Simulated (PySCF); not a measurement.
## HfH₂ at several levels of theory

All levels use the PBE0 minimum (triplet; Hf–H 1.863 Å (×2); H–Hf–H 120.8°), basis [Hf def2-TZVP with ECP60, H def2-TZVP], scalar-relativistic core potentials, density fitting, no spin–orbit coupling, PySCF. For vertical energies the ionised species is a doublet (spins chosen at PBE0 and kept) and the electron-attached one a doublet. Atomisation goes to high-spin ground-configuration atoms, without zero-point energy. Open shells are unrestricted, also as the reference of the correlated levels. A dash marks a value that was not computed or is not defined at that level.

```tsv
level	atomisation (kJ/mol)	vertical IP (eV)	vertical EA (eV)	−ε(HOMO) (eV)	dipole (D)
PBE0	543	6.94	0.32	4.71	2.04
HF	442	6.47	-0.58	7.49	1.59
MP2	495	6.67	0.00	–	–
PBE	545	6.92	0.40	3.53	1.97
B3LYP	546	6.94	0.48	4.42	2.04
r2SCAN	572	7.02	0.27	3.89	2.16
TPSSh	587	6.90	0.36	4.12	2.01
M06	497	6.67	0.96	4.39	2.05
CAM-B3LYP	550	6.93	0.39	5.94	2.00
```

Spin contamination in at least one species weakens the values at: HF, MP2, r2SCAN.

Without diffuse functions attachment energies tend to come out too low.

Other spin states or occupations of the open shell can lie lower. No spin–orbit coupling is included, which matters more the heavier the element.
